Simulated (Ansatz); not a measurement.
ClFHOSV (`[OH][V]([F])(=[S])[Cl]`). The species carries charge 0 and has multiplicity 1. Correlated methods include outer-core shells of V, which these sets cover unevenly. Scalar relativity is left out up to krypton.

Cartesian coordinates in Å:
```
O 0.3669 -1.1754 -0.6576
V 0.0183 0.3815 0.0165
F -0.1187 1.5470 -1.2369
S -1.6902 0.2855 1.0257
Cl 1.5758 0.9352 1.3740
H -0.1521 -1.9738 -0.5218
```

Question: Give the diagnostics of a CCSD(T)/def2-TZVPP run (frozen core, Ansatz 0.2.0). (Best estimate.)

Answer: Ansatz gave: T1 = 0.0403, largest single amplitude 0.139, largest double 0.060, (T) share of the correlation energy 6.8 %, 17 CCSD cycles. The RHF solution is unstable towards an unrestricted one. T1 lies over the customary mark of 0.02 for closed shells; compounds of d metals often pass it without a breakdown.
